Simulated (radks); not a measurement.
The numbers below are computed, except where a source is named.
Q: All-electron atom: La4+ in [Kr] 4d10 5s2 5p5 (the NIST ground configuration). Code: a radial shooting solver on a logarithmic mesh with Libxc functionals. Model: scalar-relativistic Kohn-Sham, exchange-only r2SCAN, spin-unpolarised, spherical densities, finite nucleus; meta-GGA in the generalised Kohn-Sham scheme; Fermi nuclear charge, rms radius 4.855 fm. Some entries of the table are withheld. Estimate them.

orbital,occ.,eigenvalue (eV),<1/r> (bohr^-1)
1s,2,-38852.47,(1)
2s,2,(2),14.29
2p,6,(3),13.55
3s,2,-1370.415,5.189
3p,6,-1162.636,(4)
3d,10,-864.3952,4.647
4s,2,-309.2480,2.145
4p,6,-241.0786,1.982
4d,10,(5),1.726
5s,2,(6),0.8606
5p,5,-56.3847,0.7598

A: 
(1) 1s <1/r> (bohr^-1): 62.01
(2) 2s eigenvalue (eV): -6235.844
(3) 2p eigenvalue (eV): -5589.462
(4) 3p <1/r> (bohr^-1): 4.910
(5) 4d eigenvalue (eV): -141.9683
(6) 5s eigenvalue (eV): -74.3358
